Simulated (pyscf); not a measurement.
## cyclic C₂H₅AlO (SMILES [OH][Al]1[CH2][CH2]1), singlet

Gas-phase minimum from PySCF at ωB97X-D3(BJ)/def2-SVP, one conformer. cyclic C₂H₅AlO (SMILES [OH][Al]1[CH2][CH2]1) lies 23.2 kcal/mol over its isomer H₂C=CH–AlH–OH (electronic energy, ωB97M-D3(BJ)/def2-TZVP). 

SMILES: [CH2]1[CH2][Al]1[OH]
```xyz
9

O     -2.3270    -0.3501    -2.5585
Al    -1.2715     0.6070    -1.6402
C      0.2328     0.9317    -0.5271
C     -0.6511     2.2366    -0.9014
H     -2.2639    -1.2995    -2.6847
H      1.2636     0.9722    -0.9095
H      0.2543     0.7033     0.5488
H     -1.1262     2.7154    -0.0324
H     -0.1056     2.9949    -1.4821
```

Bond lengths (Å): O1–Al2 1.695, O1–H5 0.960, Al2–C3 1.899, Al2–C4 1.894, C3–C4 1.620, C3–H6 1.100, C3–H7 1.100, C4–H8 1.100, C4–H9 1.100. Bond angles (°): Al2–O1–H5 126.1, O1–Al2–C3 155.1, O1–Al2–C4 154.3, C3–Al2–C4 50.6, Al2–C3–C4 64.5, Al2–C3–H6 123.0, Al2–C3–H7 123.6, C4–C3–H6 113.7, C4–C3–H7 113.8, H6–C3–H7 109.2, Al2–C4–C3 64.9, Al2–C4–H8 122.8, Al2–C4–H9 123.4, C3–C4–H8 113.8 (the first ones only).

Properties at ωB97X-D3(BJ)/def2-SVP:

```yaml
harmonic_wavenumbers_unscaled: 156, 200, 225, 378, 523, 570, 624, 677, 847, 855, 975, 1015, 1036, 1177, 1387, 1409, 3106, 3114, 3176, 3190, 3980 cm⁻¹
zero_point_energy: 40.9 kcal/mol
rotational_symmetry_number: 1
Entropy of this conformer at 298 K and 1 atm, rigid rotor and harmonic oscillator, modes under 100 cm⁻¹ raised to 100: 308.5 J/(mol K)
dipole_moment: 1.80 D
```

Single-point totals, which compare only within one level (frozen core for MP2 and CC):

```
level                   total energy (hartree)
----------------------  ----------------------
ωB97X-D3(BJ)/def2-TZVP              -397.01328
PBE/def2-TZVP                       -396.60879
r²SCAN/def2-TZVP                    -396.82220
B3LYP-D3(BJ)/def2-TZVP              -396.97184
PBE0-D3(BJ)/def2-TZVP               -396.64586
M06-2X/def2-TZVP                    -396.85052
ωB97M-D3(BJ)/def2-TZVP              -397.01488
HF/def2-TZVPP                       -395.48375
MP2/def2-TZVPP                      -396.14468
CCSD/def2-TZVPP                     -396.17069
CCSD(T)/def2-TZVPP                  -396.19853
```

Soft torsions are taken as harmonic, which can shift the entropy by several J/(mol K). The CCSD(T) − MP2 part came from Ansatz, without density fitting, on the same reference.
